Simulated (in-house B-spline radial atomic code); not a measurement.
B97-1 excitations of the manganese ion Mn⁷⁺

Method: B97-1. Computed with an all-electron radial atomic-structure program (B-spline basis): linear response of the closed shell [Ne] 3s2 3p6 with the functional's adiabatic kernel; non-relativistic, point nucleus, no spin-orbit coupling, no double excitations, S, P, D and F terms only. Only terms of natural parity with L up to 3 were computed.

Command:
```bash
python run_td.py task.json out
```
Settings (radii: box in bohr, nucleus in fm):
```
Z                        25
electrons                18
configuration            [Ne] 3s2 3p6
hamiltonian              nr
method                   b97_1
box_radius               12.81
intervals                51
```

Run time, properties included: 0.7 s on 1 thread of Intel(R) Xeon(R) Platinum 8375C CPU @ 2.90GHz (Ice Lake), on a shared host.

The lowest states, in the order of their Tamm-Dancoff energies; the method's threshold (minus the highest occupied level) is 185.58 eV. Labels give the largest channel, * marks a mixed state, and oscillator strengths are full-response dipole values. Semilocal kernels can invert the small singlet-triplet splittings of Rydberg terms. Energies in eV:

| state | full response | Tamm-Dancoff | oscillator strength |
| --- | --- | --- | --- |
| 3p → 3d 3P | 46.28 | 46.45 | - |
| 3p → 3d 3F | ? | ? | - |
| 3p → 3d 1F | 51.07 | 51.08 | - |
| 3p → 3d 1P | 65.85 | 68.75 | 3.11 |
| 3s → 3d 3D | 80.90 | 80.97 | - |
| 3s → 3d 1D | ? | ? | - |
| 3p → 4s 3P | 98.36 | 98.38 | - |
| 3p → 4s 1P | 99.22 | 99.27 | 0.291 |
| 3p → 4p 3S | 107.46 | 107.50 | - |
| 3p → 4p 3D | 108.35 | 108.37 | - |
| 3p → 4p 1D | 108.89 | 108.89 | - |
| 3p → 4p 1S | 113.19 | 113.47 | - |
| 3p → 4d 3P | 123.51 | 123.53 | - |
| 3p → 4d 3F | 123.80 | 123.81 | - |
| 3p → 4d 1F | 124.12 | 124.12 | - |
| 3p → 4d 1P | 124.92 | 125.00 | 0.379 |
| 3s → 4s 3S | 131.41 | 131.42 | - |
| 3s → 4s 1S | 133.21 | 133.30 | - |
| 3p → 4f 3D | 135.43 | 135.44 | - |
| 3p → 4f 1D | 136.67 | 136.70 | - |
| 3p → 5s 3P | 138.82 | 138.83 | - |
| 3p → 5s 1P | 139.20 | 139.20 | 0.0627 |

Q: Where does 3p → 3d 3F lie?

A: At 47.03 eV in full response, 47.26 eV in Tamm-Dancoff.

Q: Where does 3s → 3d 1D lie?

A: At 86.03 eV in full response, 86.16 eV in Tamm-Dancoff.

Q: How large is the singlet-triplet splitting of 3p → 3d (F terms) in Tamm-Dancoff?

A: 3.82 eV, from the unrounded values.

Q: What polarisabilities and dispersion coefficient does the method give?

A: Dipole 0.632 bohr³, quadrupole 0.4659 bohr⁵, C6 0.8379 hartree·bohr⁶ for two such species.
